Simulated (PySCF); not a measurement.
A calculated (UHF, PySCF 2.14, x2c-TZVPPall, the spin-free X2C one-electron Hamiltonian (Gaussian nucleus)) atom or ion has these occupied shells.

```tsv
shell	electrons	orbital energy (eV)	rms radius, mean of both spins (bohr)
1s α	1	-43803.6	0.0269
1s β	1	-43803.6	0.0269
2s α	1	-7218.1	0.109
2s β	1	-7218.0	0.109
2p α	3	-6456.0	0.0978
2p β	3	-6456.0	0.0978
3s α	1	-1633.9	0.283
3s β	1	-1632.4	0.283
3p α	3	-1387.6	0.284
3p β	3	-1385.8	0.284
3d α	5	-1041.5	0.262
3d β	5	-1039.6	0.262
4s α	1	-367.28	0.644
4s β	1	-362.68	0.644
4p α	3	-283.72	0.683
4p β	3	-278.57	0.683
4d α	5	-161.06	0.759
4d β	5	-154.30	0.759
5s α	1	-71.959	1.55
5s β	1	-69.927	1.55
5p α	3	-48.006	1.76
5p β	3	-46.386	1.76
4f α	3	-35.559	1.04
6p α	1	-13.717	4.60
```

**Question.** Name the element and its charge.

**Answer.** Nd²⁺ (neodymium, charge +2), in [Xe] 4f3 6p1, one real determinant (an excited configuration).
